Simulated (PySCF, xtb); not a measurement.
Sn(Cl)(Me)2(OH) (C2H7ClOSn), SMILES [CH3][Sn]([CH3])([OH])[Cl].

GFN2-xTB (xtb) at its own geometry gives an orbital gap of 3.79 eV and a dipole moment of 3.15 D.

Coordinates come from a PBE-D3(BJ)/def2-SVP optimisation. The def2 effective core potentials stand for the cores of Sn; spin–orbit coupling is left out. The values are those of a single conformer.

### Question
What does M06-2X/def2-TZVP (PySCF) give? (The exact figures need the calculation; the answer reports its results.)

### Answer
gap 9.56 eV (levels -9.36 and 0.20 eV), dipole 2.99 D.
